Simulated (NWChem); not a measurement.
System meant: CaHOBr; SMILES [OH][Ca][Br]

The following NWChem deck was run.

```
start job
memory heap 200 mb stack 900 mb global 1100 mb
geometry units angstroms noautoz
  Ca     0.134190     0.927885    -0.003335
  Br     0.207976    -1.715002    -0.015078
  O     -0.632488     2.753253     0.044061
  H     -1.079797     3.612472     0.058460
end
basis spherical
  Ca library def2-svp
  Br library def2-svp
  O library def2-svp
  H library def2-svp
end
dft
  odft
  mult 2
  xc xpbe96 cpbe96
  iterations 150
  mulliken
end
task dft energy
```

End of the output:

```
 ==============================================================================
                                 internuclear angles
 ------------------------------------------------------------------------------
        center 1       |       center 2       |       center 3       |  degrees
 ------------------------------------------------------------------------------
    2 Br               |   1 Ca               |   3 O                |   158.79
    1 Ca               |   3 O                |   4 H                |   175.25
 ------------------------------------------------------------------------------
                            number of included internuclear angles:          2
 ==============================================================================

 Summary of "ao basis" -> "" (spherical)
 ------------------------------------------------------------------------------
       Tag                 Description            Shells   Functions and Types
 ---------------- ------------------------------  ------  ---------------------
 Ca                         def2-svp                10       24   5s3p2d
 Br                         def2-svp                12       32   5s4p3d
 O                          def2-svp                 6       14   3s2p1d
 H                          def2-svp                 3        5   2s1p

  pbe96 is a nonlocal functional; adding pw91lda local functional.

                                 NWChem DFT Module
                                 -----------------

 Summary of "ao basis" -> "ao basis" (spherical)
 ------------------------------------------------------------------------------
       Tag                 Description            Shells   Functions and Types
 ---------------- ------------------------------  ------  ---------------------
 Ca                         def2-svp                10       24   5s3p2d
 Br                         def2-svp                12       32   5s4p3d
 O                          def2-svp                 6       14   3s2p1d
 H                          def2-svp                 3        5   2s1p

  number of electrons :                   64
  multiplicity        :                    2
 ------------------------------------------------------------------------
  no. of electrons and multiplicity not compatible                  64
 ------------------------------------------------------------------------
 ------------------------------------------------------------------------
  current input line :
    22: task dft energy
 ------------------------------------------------------------------------
 ------------------------------------------------------------------------
 There is an error in the input file
 ------------------------------------------------------------------------
 For more information see the NWChem manual at https://nwchemgit.github.io

0: no. of electrons and multiplicity not compatible:Received an Error in Communication
```

What is wrong, and how is it mended?

The program refused the input. Cause: the multiplicity doesn't fit the number of electrons (an even count wants an odd multiplicity, and the reverse). This input runs:
```
start job
memory heap 200 mb stack 900 mb global 1100 mb
geometry units angstroms noautoz
  Ca     0.134190     0.927885    -0.003335
  Br     0.207976    -1.715002    -0.015078
  O     -0.632488     2.753253     0.044061
  H     -1.079797     3.612472     0.058460
end
basis spherical
  * library def2-svp
end
dft
  xc xpbe96 cpbe96
  iterations 150
  mulliken
end
task dft energy
```
It converges to -3326.56784 Ha (PBE/def2-SVP).
